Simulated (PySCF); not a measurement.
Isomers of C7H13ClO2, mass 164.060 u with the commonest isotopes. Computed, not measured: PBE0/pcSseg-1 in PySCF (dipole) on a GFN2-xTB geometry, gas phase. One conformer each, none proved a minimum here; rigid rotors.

Question: Order these by rotational constant C, largest first.
A. `[CH3:1][CH2:2][C@@H:3]([O:4][CH3:5])[C@@H:6]([CH3:7])[C:8](=[O:9])[Cl:10]` with C1–C2–C3–O4 -59°, C2–C3–O4–C5 -86°, C2–C3–C6–C7 57°, C3–C6–C8–O9 -30°
B. `[CH3:1][CH2:2][C@:3]([CH3:4])([CH2:5][O:6][CH3:7])[C:8](=[O:9])[Cl:10]` with C1–C2–C3–C4 -176°, C2–C3–C5–O6 55°, C3–C5–O6–C7 -179°, C2–C3–C8–O9 123°
C. `[CH3:1][O:2][C@@H:3]([CH2:4][CH:5]([CH3:6])[CH3:7])[C:8](=[O:9])[Cl:10]` with C1–O2–C3–C4 170°, O2–C3–C4–C5 -64°, C3–C4–C5–C6 166°, O2–C3–C8–O9 -12°
D. `[CH3:1][O:2][C@@H:3]([CH3:4])[C:5]([CH3:6])([CH3:7])[C:8](=[O:9])[Cl:10]` with C1–O2–C3–C4 78°, O2–C3–C5–C6 -61°, C3–C5–C8–O9 125°

Answer: D (729.3 MHz), B (650.7 MHz), A (607.1 MHz), C (564.3 MHz).

Question: Order these by rotational constant A, largest first.
A. `[CH3:1][CH2:2][C@:3]([CH3:4])([CH2:5][O:6][CH3:7])[C:8](=[O:9])[Cl:10]` with C1–C2–C3–C4 -176°, C2–C3–C5–O6 55°, C3–C5–O6–C7 -179°, C2–C3–C8–O9 123°
B. `[CH3:1][CH2:2][C@@H:3]([O:4][CH3:5])[C@@H:6]([CH3:7])[C:8](=[O:9])[Cl:10]` with C1–C2–C3–O4 -59°, C2–C3–O4–C5 -86°, C2–C3–C6–C7 57°, C3–C6–C8–O9 -30°
C. `[CH3:1][O:2][C@@H:3]([CH3:4])[C:5]([CH3:6])([CH3:7])[C:8](=[O:9])[Cl:10]` with C1–O2–C3–C4 78°, O2–C3–C5–C6 -61°, C3–C5–C8–O9 125°
D. `[CH3:1][O:2][C@@H:3]([CH2:4][CH:5]([CH3:6])[CH3:7])[C:8](=[O:9])[Cl:10]` with C1–O2–C3–C4 170°, O2–C3–C4–C5 -64°, C3–C4–C5–C6 166°, O2–C3–C8–O9 -12°

Answer: A (1860 MHz), C (1607 MHz), B (1564 MHz), D (1351 MHz).

Question: Order these by out-of-plane moment Σ m c² = (Ia + Ib − Ic)/2, largest first.
A. `[CH3:1][O:2][C@@H:3]([CH3:4])[C:5]([CH3:6])([CH3:7])[C:8](=[O:9])[Cl:10]` with C1–O2–C3–C4 78°, O2–C3–C5–C6 -61°, C3–C5–C8–O9 125°
B. `[CH3:1][CH2:2][C@:3]([CH3:4])([CH2:5][O:6][CH3:7])[C:8](=[O:9])[Cl:10]` with C1–C2–C3–C4 -176°, C2–C3–C5–O6 55°, C3–C5–O6–C7 -179°, C2–C3–C8–O9 123°
C. `[CH3:1][O:2][C@@H:3]([CH2:4][CH:5]([CH3:6])[CH3:7])[C:8](=[O:9])[Cl:10]` with C1–O2–C3–C4 170°, O2–C3–C4–C5 -64°, C3–C4–C5–C6 166°, O2–C3–C8–O9 -12°
D. `[CH3:1][CH2:2][C@@H:3]([O:4][CH3:5])[C@@H:6]([CH3:7])[C:8](=[O:9])[Cl:10]` with C1–C2–C3–O4 -59°, C2–C3–O4–C5 -86°, C2–C3–C6–C7 57°, C3–C6–C8–O9 -30°

Answer: A (126.51 u·Å²), B (115.93 u·Å²), C (88.63 u·Å²), D (86.73 u·Å²).

```json
{"SMILES": "CO[C@@H](CC(C)C)C(=O)Cl", "point group": "C1", "Ia (u·Å²)": "374.03", "Ib (u·Å²)": "698.74", "Ic (u·Å²)": "895.51", "κ": "-0.60", "μa (D)": "2.06", "μb (D)": "0.66", "μc (D)": "1.73"}
{"SMILES": "CC[C@](C)(COC)C(=O)Cl", "point group": "C1", "Ia (u·Å²)": "271.75", "Ib (u·Å²)": "736.73", "Ic (u·Å²)": "776.62", "κ": "-0.94", "μa (D)": "2.56", "μb (D)": "0.54", "μc (D)": "0.88"}
{"SMILES": "CO[C@@H](C)C(C)(C)C(=O)Cl", "point group": "C1", "Ia (u·Å²)": "314.44", "Ib (u·Å²)": "631.55", "Ic (u·Å²)": "692.96", "κ": "-0.84", "μa (D)": "3.01", "μb (D)": "0.78", "μc (D)": "0.49"}
{"SMILES": "CC[C@@H](OC)[C@@H](C)C(=O)Cl", "point group": "C1", "Ia (u·Å²)": "323.15", "Ib (u·Å²)": "682.81", "Ic (u·Å²)": "832.51", "κ": "-0.72", "μa (D)": "2.90", "μb (D)": "1.63", "μc (D)": "0.70"}
```
